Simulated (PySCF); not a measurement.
Caution: the restricted solution is unstable towards spin-unrestricted or complex orbitals, so a lower solution exists and this singlet may not be the ground state.

Delta-SCF ions had no search for a lower state. 

**silicene flake of 4 rings (pyrene shape) `[siH]1[siH][si]2[siH][siH][si]3[siH][siH][siH][si]4[siH][siH][si]([siH]1)[si]2[si]34` (charge 0, multiplicity 1)**

Method: PBE0-D3(BJ)/def2-SVP // PBE-D3(BJ)/def2-SVP (PySCF).

```yaml
HOMO: -5.41 eV
dipole_moment: 0.02 D
LUMO: -3.45 eV
HOMO–LUMO gap: 1.96 eV
vertical ionisation energy (Delta-SCF): 6.36 eV
vertical electron affinity (Delta-SCF): 2.50 eV
total_energy: -4634.5098 Ha
cost: very roughly 100 core-minutes
```

Bond lengths (Å): Si1–Si2 2.244, Si1–Si14 2.244, Si1–H17 1.508, Si2–Si3 2.258, Si2–H18 1.508, Si3–Si4 2.280, Si3–Si15 2.283, Si4–Si5 2.223, Si4–H19 1.508, Si5–Si6 2.280, Si5–H20 1.508, Si6–Si7 2.258, Si6–Si16 2.283, Si7–Si8 2.244, Si7–H21 1.508, Si8–Si9 2.244, Si8–H22 1.508, Si9–Si10 2.258, Si9–H23 1.508, Si10–Si11 2.280, Si10–Si16 2.283, Si11–Si12 2.223, Si11–H24 1.508, Si12–Si13 2.280, Si12–H25 1.508, Si13–Si14 2.258, Si13–Si15 2.283, Si14–H26 1.508, Si15–Si16 2.277. Bond angles (°): Si2–Si1–Si14 116.6, Si2–Si1–H17 117.0, Si14–Si1–H17 117.0, Si1–Si2–Si3 116.5, Si1–Si2–H18 116.3, Si3–Si2–H18 116.1, Si2–Si3–Si4 116.4, Si2–Si3–Si15 114.7, Si4–Si3–Si15 115.0, Si3–Si4–Si5 116.2, Si3–Si4–H19 115.0, Si5–Si4–H19 117.3, Si4–Si5–Si6 116.3, Si4–Si5–H20 117.3, Si6–Si5–H20 115.0, Si5–Si6–Si7 116.4, Si5–Si6–Si16 115.0, Si7–Si6–Si16 114.7, Si6–Si7–Si8 116.5, Si6–Si7–H21 116.1, Si8–Si7–H21 116.3, Si7–Si8–Si9 116.6, Si7–Si8–H22 117.0, Si9–Si8–H22 117.0, Si8–Si9–Si10 116.6, Si8–Si9–H23 116.3, Si10–Si9–H23 116.1, Si9–Si10–Si11 116.4, Si9–Si10–Si16 114.7, Si11–Si10–Si16 115.0, Si10–Si11–Si12 116.3, Si10–Si11–H24 115.0, Si12–Si11–H24 117.3, Si11–Si12–Si13 116.3, Si11–Si12–H25 117.3, Si13–Si12–H25 115.0, Si12–Si13–Si14 116.4, Si12–Si13–Si15 115.0, Si14–Si13–Si15 114.7, Si1–Si14–Si13 116.5, Si1–Si14–H26 116.3, Si13–Si14–H26 116.1, Si3–Si15–Si13 115.3, Si3–Si15–Si16 115.0, Si13–Si15–Si16 115.0, Si6–Si16–Si10 115.3, Si6–Si16–Si15 115.1, Si10–Si16–Si15 115.1.
